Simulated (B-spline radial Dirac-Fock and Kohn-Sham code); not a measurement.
# Two-hole binding energies of Bi²⁺

System: the Bi²⁺ ion, configuration [Xe] 4f14 5d10 6s2 6p1, inside a Watson sphere of charge -2 and radius 1.8 Å (a model of the Madelung potential; inside it an electron's potential energy is raised by 16.0 eV).

Method: relaxed Dirac-Fock hole states (ΔSCF) with Breit and QED corrections and a finite nucleus. Computed with a radial finite-basis atomic code. U is the two-hole binding energy less the two single-hole energies, the effective repulsion of the holes after relaxation. Each two-hole energy is an average over J within one jj subconfiguration.

```
          holes  E(a) (eV)  E(b) (eV)  E(ab) (eV)  U (eV)
   1s⁻¹ 2p3/2⁻¹    90533.6    13430.2    104353.8   390.0
           2s⁻²    16405.4    16405.4     33076.1   265.4
   2s⁻¹ 3p1/2⁻¹    16405.4     3713.4     20232.2   113.5
   2s⁻¹ 3d5/2⁻¹    16405.4     2592.6     19108.7   110.8
2p1/2⁻¹ 3p3/2⁻¹    15723.2     3194.7     19025.4   107.4
2p1/2⁻¹ 3d5/2⁻¹    15723.2     2592.6     18430.1   114.2
   2p3/2⁻¹ 3s⁻¹    13430.2     4018.5     17553.5   104.8
2p3/2⁻¹ 3d3/2⁻¹    13430.2     2700.8           ?       ?
        3d3/2⁻²     2700.8     2700.8      5488.3    86.7
4d3/2⁻¹ 4d5/2⁻¹      479.5      455.5       968.1    33.1
        4f5/2⁻²      172.7      172.7       377.3    32.0
4f5/2⁻¹ 4f7/2⁻¹      172.7      167.4       372.8    32.8
5p1/2⁻¹ 5p3/2⁻¹      131.4      106.9       256.6    18.3
        5d3/2⁻²      37.43      37.43       90.51    15.7
```

Question: Give the missing two-hole energy and U.

Answer: E(ab) = 16248.9 eV and U = 117.9 eV.
